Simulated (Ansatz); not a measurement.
Ansatz (a program for electronic structure) input (PBE/STO-3G):

Ansatz 0.2 input:
```yaml
crystal:
  periodic: [false, false, false]
  atoms:
    - {symbol: C, position_ang: [-1.14981457, -0.05477791, -0.04502006]}
    - {symbol: Si, position_ang: [0.54785519, 0.02610017, 0.02145083]}
    - {symbol: H, position_ang: [-1.76847219, 0.83159725, -0.09957680]}
    - {symbol: H, position_ang: [-1.68390593, -0.99607076, -0.03559828]}
    - {symbol: H, position_ang: [1.39794796, -1.17454559, 0.09584332]}
    - {symbol: H, position_ang: [1.28334497, 1.30228411, 0.00914054]}
basis:
  gaussian:
    orbitals: STO-3G
hamiltonian:
  xc: {name: PBE}
output: {forces: true}
```

Output:

```
WARN ansatz: RAYON_NUM_THREADS=1 ignored (pool sized by the plan → 1); use --threads N
Functional definition: PBE
integrals: 0.01 GiB planned
212 factors; integrals over basis functions are off by at most 2.1e-5 eV
mean field: 0.05 GiB planned
mean field evaluation 1: about -8863.7256 eV, gradient 3.0e1 eV
mean field evaluation 2: about -8849.4263 eV, gradient 6.2e1 eV
mean field evaluation 4: about -8867.1665 eV, gradient 2.2e0 eV
mean field evaluation 8: about -8867.1350 eV, gradient 7.8e-2 eV
mean field -8867.13499179 eV, -325.8612005883 hartree, gradient 6.8e-6 eV, S^2 0.000000; 0 other end points of the search recorded, 0 dependent functions left out
the calculation of the forces begins
reference -8867.13500952 eV, -325.8612012400 hartree; 12, 12 occupied and 6, 6 virtual orbitals, 212 factors
Total energy: -8867.13500952 eV, -325.8612012400 hartree
Atom 0 at    -1.149815    -0.054778    -0.045020 Å, force     1.284925     0.061215     0.050310 eV/Å
Atom 1 at     0.547855     0.026100     0.021451 Å, force     0.005147     0.000245     0.000202 eV/Å
Atom 2 at    -1.768472     0.831597    -0.099577 Å, force    -0.375818     0.452143    -0.030283 eV/Å
Atom 3 at    -1.683906    -0.996071    -0.035598 Å, force    -0.332416    -0.485884     0.002553 eV/Å
Atom 4 at     1.397948    -1.174546     0.095843 Å, force    -0.309028     0.377507    -0.025091 eV/Å
Atom 5 at     1.283345     1.302284     0.009141 Å, force    -0.272811    -0.405226     0.002309 eV/Å
Dipole moment:     0.160364     0.007640     0.006279 e Å
```
